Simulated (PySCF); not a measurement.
C₄H₄N, SMILES [c]1[nH]ccc1, multiplicity 2. Atoms are numbered in the order given.

```xyz
9

C      1.2036    -0.0540     0.0000
C      0.4238    -1.1828     0.0000
C     -0.9273    -0.6908     0.0000
C     -0.8881     0.6896     0.0000
N      0.4436     1.0712     0.0000
H      0.7495    -2.2197     0.0000
H     -1.8285    -1.3023     0.0000
H     -1.6858     1.4291     0.0000
H      0.7885     2.0219     0.0000
```
Charge 0, spin multiplicity 2.

Coordinates come from a B3LYP-D3(BJ)/def2-SVP optimisation. The isomer is the one that the SMILES or the coordinates give; other isomers of the formula were not compared.

All values below come from PySCF with CAM-B3LYP/def2-TZVP.

Atomic charges (e):

| atom | Löwdin | meta-Löwdin | Mulliken spin |
|---|---|---|---|
| C1 | -0.10 | 0.02 | 0.97 |
| C2 | -0.22 | -0.21 | -0.03 |
| C3 | -0.20 | -0.18 | 0.06 |
| C4 | -0.24 | -0.10 | -0.01 |
| N5 | 0.16 | -0.17 | -0.01 |
| H6 | 0.14 | 0.13 | 0.01 |
| H7 | 0.14 | 0.12 | 0.01 |
| H8 | 0.13 | 0.13 | 0.01 |
| H9 | 0.19 | 0.26 | 0.00 |

### Question
Give the Mayer and Wiberg (Löwdin basis) orders of the bonds. (Estimate from the structure and the level; the computed values follow.)

### Answer

| bond | Mayer | Wiberg |
|---|---|---|
| C1–C2 | 1.67 | 1.84 |
| C2–C3 | 1.27 | 1.42 |
| C3–C4 | 1.65 | 1.76 |
| C1–N5 | 1.21 | 1.59 |
| C4–N5 | 1.13 | 1.45 |
| C2–H6 | 0.97 | 0.86 |
| C3–H7 | 0.96 | 0.85 |
| C4–H8 | 0.95 | 0.87 |
| N5–H9 | 0.92 | 0.87 |
